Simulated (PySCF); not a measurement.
**Computed properties of YF3, SMILES [Y]([F])([F])[F]**

YF3, SMILES [F][Y]([F])[F]. Geometry: PBE0-D3(BJ)/def2-TZVP. The isomer is the one that the SMILES or the coordinates give; other isomers of the formula were not compared. The def2 effective core potentials stand for the cores of Y; spin–orbit coupling is left out. The values are those of a single conformer. All values are computed for the isolated molecule unless a solvent is named; none is compared with measurement here.

**Structure.** The optimised structure has D3h symmetry. All 6 harmonic modes at PBE0-D3(BJ)/def2-TZVP (PySCF) are real, so it is a minimum. With heavy atoms numbered as in [Y:1]([F:2])([F:3])[F:4], the shortest bond between them is Y1–F4 at 1.997 Å and the longest Y1–F2 at 1.997 Å.

**Vibrations.** The strongest infrared lines (harmonic, unscaled, degenerate partners summed) lie at 594 cm⁻¹ (474 km/mol, F 73 %, Y 27 %), 32 cm⁻¹ (99 km/mol, F 61 %, Y 39 %), 142 cm⁻¹ (36 km/mol, F 88 %, Y 12 %). The softest mode is at 32 cm⁻¹ and the zero-point energy is 3.0 kcal/mol.

**Electronic structure.** CAM-B3LYP/def2-TZVPD (PySCF) places the frontier levels at -12.15 and -1.71 eV, a gap of 10.44 eV, and gives a dipole moment of 0.00 D and a mean polarisability of 30.4 bohr³.

**Excitations.** TDA-M06-2X/def2-SVPD (PySCF) has S1 at 7.47 eV (166 nm, f = 0.011, weak); the most intense of the 10 singlets computed lies at 7.83 eV (f = 0.06). Strengths of degenerate partners are summed. T1 (TDA) is at 7.43 eV, 0.04 eV under S1. No vertical singlet excitation falls in the visible range (under 3.1 eV).
